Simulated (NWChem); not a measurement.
System: CH$_{5}$N$_{2}$S cation; SMILES NC([NH3+])=S

```xyz
9

N      1.2281    -0.9947     0.0001
C      0.1418    -0.2053     0.0000
N     -1.1528    -1.0589    -0.0004
S     -0.0196     1.4086     0.0001
H      1.2177    -2.0180    -0.0011
H      2.1458    -0.5384     0.0001
H     -1.9394    -0.3789     0.0035
H     -1.2424    -1.6647     0.8418
H     -1.2454    -1.6580    -0.8469
```
Atoms are numbered in this order, from 1.

All runs: NWChem. Structure relaxed at the PBE-D3(BJ)/def2-SVP level. Static field.

```json
[
 {"level": "PBE/def2-SVPD", "isotropic polarisability (bohr³)": "(withheld)", "anisotropy (bohr³)": "29.6"},
 {"level": "B3LYP/def2-SVPD", "isotropic polarisability (bohr³)": "50.5", "anisotropy (bohr³)": "29.4"},
 {"level": "Hartree-Fock/def2-SVPD", "isotropic polarisability (bohr³)": "48.6", "anisotropy (bohr³)": "29.0"}
]
```

Q: Fill in the missing entries.

A: 
- PBE/def2-SVPD, isotropic polarisability (bohr³): 51.3
